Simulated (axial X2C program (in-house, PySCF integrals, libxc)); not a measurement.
## Bond lengths and stretching modes, held linear, of BrGeBr⁺

Computed with an axial X2C code built on PySCF integrals: two-component X2C with atomic mean-field Coulomb and Gaunt terms, Gaussian nuclei, basis Br dyall-av3z, Ge dyall-v3z with contracted cores. Spin-free rows use the one-electron spin-free X2C Hamiltonian.

Masses Br 78.918, Ge 73.921, Br 78.918 u. States: 2c Ω = 1/2 (beyond evenly filled blocks: ω = 1/2); spin-free M_S = 1/2, Λ = 0 (beyond evenly filled blocks: σα).

PBE, spin-free: energies above the lowest point

| r(Br–Ge) (Å) | r(Ge–Br) (Å) | E (meV) |
| --- | --- | --- |
| 2.2445 | 2.2445 | 76.31 |
| 2.2445 | 2.3020 | 34.74 |
| 2.2445 | 2.3596 | 29.35 |
| 2.3020 | 2.2445 | 34.74 |
| 2.3020 | 2.3020 | 0.00 |
| 2.3020 | 2.3596 | 1.24 |
| 2.3020 | 2.4171 | 29.16 |
| 2.3596 | 2.2445 | 29.35 |
| 2.3596 | 2.3020 | 1.24 |
| 2.3596 | 2.3596 | 8.99 |
| 2.4171 | 2.3020 | 29.16 |
| 2.4171 | 2.4171 | 83.83 |

Task: Fit a quadratic surface with cubic terms in each bond: where is the minimum, and what are the two stretching wavenumbers?

Result: At PBE, spin-free: bonds 2.324 and 2.324 Å; harmonic stretches 201.3 and 291.0 cm⁻¹; force constants 1.57, 1.57 and coupling 0.31 mdyn/Å.

The other levels and Hamiltonians give:

| Hamiltonian | level | r(Br–Ge) (Å) | r(Ge–Br) (Å) | lower stretch (cm⁻¹) | upper stretch (cm⁻¹) |
| --- | --- | --- | --- | --- | --- |
| 2c | PBE0 | 2.303 | 2.303 | 207.9 | 283.4 |
| 2c | PBE | 2.327 | 2.327 | 199.2 | 287.1 |
| spin-free | PBE0 | 2.300 | 2.300 | 209.9 | 287.7 |
| spin-free | HF | 2.332 | 2.332 | 92.0 | 191.5 |
| spin-free | MP2 | 2.277 | 2.277 | 230.5 | 327.0 |

Each state is one determinant, the lowest of a limited PBE0 search; the stretches come from a fit to these few points and carry an uncertainty of a few per cent. Other orders of the atoms were not compared. Left out for rough or failed fits: HF 2c, MP2 2c. The levels spread by more than a fifth, so the stretches depend strongly on the method. MP2 freezes inner shells (threshold -2 hartree). The molecule was held linear; bending was not examined, so a bent shape may lie lower.
